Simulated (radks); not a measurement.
Values are calculated unless marked as measured or tabulated.
Species: Pt61+. Configuration: [Ne] 3s2 3p5. Level of theory: scalar-relativistic Kohn-Sham, exchange-only LDA, spin-polarised, spherical densities, point nucleus; open shells are filled with parallel spins first (spin-orbit coupling, left out, can overturn this in heavy ions) (a radial shooting solver on a logarithmic mesh with Libxc functionals).

Radial electron density D(r) = 4 pi r^2 rho(r):

```
   r/bohr * D(r) (the largest magnitude, 133, reaches the edge; | marks zero)
 0.001227 |    *
 0.001523 |      *
  0.00189 |         *
 0.002346 |            *
 0.002888 |                *
 0.003585 |                     *
 0.004449 |                          *
 0.005521 |                                *
 0.006853 |                                     *
 0.008505 |                                         *
  0.01056 |                                           *
   0.0131 |                                           *
  0.01626 |                                         *
  0.02018 |                                      *
  0.02504 |                                      *
  0.03108 |                                          *
  0.03827 |                                                 *
   0.0475 |                                                      *
  0.05895 |                                                   *
  0.07316 |                                      *
   0.0908 |                         *
   0.1127 |                   *
   0.1399 |                     *
   0.1736 |                    *
   0.2154 |             *
   0.2674 |    *
   0.3318 |*
   0.4118 *
   0.5111 *
```

D(r) has 3 maxima, at r = 0.0113, 0.0494, 0.155 bohr, and minima at 0.0226, 0.115 bohr, inside which lie 1.92, 10.42 electrons.
